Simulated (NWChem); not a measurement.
System: pyrazole (C3H4N2); SMILES c1c[nH]nc1

```xyz
9

C      0.0345     1.1985     0.0000
C      1.1238     0.2964     0.0000
N      0.7230    -0.9746     0.0000
N     -0.6244    -0.8906     0.0000
C     -1.0847     0.3882     0.0000
H      0.0604     2.2783     0.0000
H      2.1828     0.5197     0.0000
H     -1.1637    -1.7432     0.0000
H     -2.1415     0.6142     0.0000
```
Atoms are numbered in this order, from 1.

Structure relaxed at the B3LYP/6-31G* (spherical d) level.

Problem. Give the principal values of the shielding tensors (ppm) of C1, C2, N3, N4, C5 from PBE0/pcSseg-1, GIAO (NWChem), with their diamagnetic and paramagnetic parts as GIAO splits them.

Solution. 
```json
[
 {"atom": "C1", "σ11": "-3.2", "σ22": "65.7", "σ33": "162.3", "isotropic": "74.9", "diamagnetic": "252.0", "paramagnetic": "-177.0"},
 {"atom": "C2", "σ11": "-53.5", "σ22": "37.8", "σ33": "133.8", "isotropic": "39.4", "diamagnetic": "250.0", "paramagnetic": "-210.6"},
 {"atom": "N3", "σ11": "-331.9", "σ22": "-99.2", "σ33": "180.1", "isotropic": "-83.7", "diamagnetic": "320.6", "paramagnetic": "-404.3"},
 {"atom": "N4", "σ11": "-77.5", "σ22": "68.7", "σ33": "128.1", "isotropic": "39.7", "diamagnetic": "320.2", "paramagnetic": "-280.4"},
 {"atom": "C5", "σ11": "-27.0", "σ22": "41.6", "σ33": "145.5", "isotropic": "53.4", "diamagnetic": "249.7", "paramagnetic": "-196.3"}
]
```
